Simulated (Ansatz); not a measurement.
These are frozen-core CCSD(T)/cc-pVTZ // B3LYP-D3(BJ)/def2-TZVP (Ansatz, a first-principles code) values and carry that method's errors.

Ansatz 0.2 input:
```yaml
crystal:
  periodic: [false, false, false]
  atoms:
    - { symbol: F, position_ang: [1.500395, -0.78506, -0.003585] }
    - { symbol: Ga, position_ang: [-0.006394, 0.105889, 0.000565] }
    - { symbol: F, position_ang: [-1.394713, -0.9603, -0.005336] }
    - { symbol: H, position_ang: [-0.099289, 1.63947, 0.008357] }
basis:
  gaussian: { orbitals: cc-pVTZ }
correlation:
  method: ccsd_t
```

Output:

```
Functional definition: HF
741 factors; integrals over basis functions are off by at most 1.6e-3 eV
mean field evaluation 1: about -57763.8475 eV, gradient 4.3e1 eV
mean field evaluation 2: about -57763.9014 eV, gradient 4.3e1 eV
mean field evaluation 4: about -57767.2043 eV, gradient 1.9e0 eV
mean field evaluation 8: about -57767.2318 eV, gradient 1.5e-1 eV
mean field evaluation 16: about -57765.7628 eV, gradient 3.4e1 eV
mean field -57767.23182712 eV, -2122.9066136105 hartree, gradient 1.1e-6 eV, S^2 0.000000; 0 other end points of the search recorded, 0 dependent functions left out
11 core orbitals not correlated
reference -57767.23182712 eV, -2122.9066136105 hartree; 14, 14 occupied and 92, 92 virtual orbitals, 741 factors
second order -18.15189475 eV of doubles, -0.00000000 eV of singles
cycle   1  -17.60707099 eV  change    5.4e-1 eV  update   1.1e-1
cycle   2  -18.07989078 eV  change   -4.7e-1 eV  update   3.4e-2
cycle   3  -18.18653053 eV  change   -1.1e-1 eV  update   1.8e-2
cycle   4  -18.17218265 eV  change    1.4e-2 eV  update   4.4e-3
cycle   5  -18.16805589 eV  change    4.1e-3 eV  update   1.8e-3
cycle   6  -18.16952632 eV  change   -1.5e-3 eV  update   5.6e-4
cycle   7  -18.16943090 eV  change    9.5e-5 eV  update   1.9e-4
cycle   8  -18.16925758 eV  change    1.7e-4 eV  update   5.8e-5
cycle   9  -18.16928086 eV  change   -2.3e-5 eV  update   2.0e-5
perturbative correction -0.61645513 eV, -0.0226543083 hartree
Total energy: -57786.01756311 eV, -2123.5969766747 hartree
```

Cost: very roughly 28 core-seconds.
